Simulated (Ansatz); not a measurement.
The cluster Cu₃Se⁺ (the lowest singlet isomer of a short search) was relaxed with r2SCAN-D4 (def2-SVP) in Ansatz in these states: charge +1 quintet, charge +1 singlet, charge +1 triplet. The geometries follow in no particular order.

A:

```xyz
4

Cu   -1.193    0.708   -0.575
Cu   -0.185   -1.491    0.004
Cu    0.359    0.527    1.360
Se    1.019    0.256   -0.790
```

B:

Cartesian coordinates in Å:
```
Cu -1.1269 0.3375 0.8335
Cu 0.6766 1.2579 -0.3669
Cu -0.5111 -0.7607 -1.1553
Se 0.9614 -0.8347 0.6887
```

C:

```xyz
4

Cu    0.957    0.801    1.013
Cu    1.281   -0.168   -1.033
Cu   -1.248    0.197    1.068
Se   -0.990   -0.830   -1.048
```

Question: Judge from the bond lengths which geometry belongs to which state (an estimate).

Answer: A is the charge +1 singlet (Cu1–Se4 2.267 Å, Cu2–Cu3 2.491 Å, Cu1–Cu2 2.486 Å); B is the charge +1 triplet (Cu1–Se4 2.399 Å, Cu2–Cu3 2.471 Å, Cu1–Cu2 2.354 Å); C is the charge +1 quintet (Cu1–Se4 3.271 Å, Cu2–Cu3 3.308 Å, Cu1–Cu2 2.286 Å).

At PBE0-D4/def2-TZVP a singlet lies 2.08 eV below the charge +1 triplet. At PBE0-D4/def2-TZVP a singlet lies 4.52 eV below the charge +1 quintet. These are the stationary points nearest to one start from a short search; other shapes may lie lower in each state.
